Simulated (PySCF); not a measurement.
Computed shifts of a molecule C4H6BF, PBE0/pcSseg-1 run with PySCF, GIAO, gas phase, equivalent atoms averaged, in ppm (number of nuclei): ¹³C: 131.7 (1), 95.7 (1), 89.9 (1), 13.2 (1). ¹⁹F: -282.8 (1). ¹H: 5.09 (2), 4.89 (1), 1.09 (3). References: ¹³C against TMS (σ = 186.3 ppm); ¹¹B against BF3 (σ = 88.8 ppm); ¹⁹F against CFCl3 (σ = 167.2 ppm); ¹H against TMS (σ = 31.56 ppm), references at their B3LYP-D3(BJ)/def2-TZVP geometries, non-relativistic. Coordinates come from a PBE0-D3(BJ)/def2-SVP optimisation. One conformer was computed; it need not be the lowest.

Task: Identify the compound among the candidates.
A. FB1C=CCC1
B. C=CB(F)C=C
C. C#CB(F)CC
D. C#CB(C)CF

Result: D, C#CB(C)CF
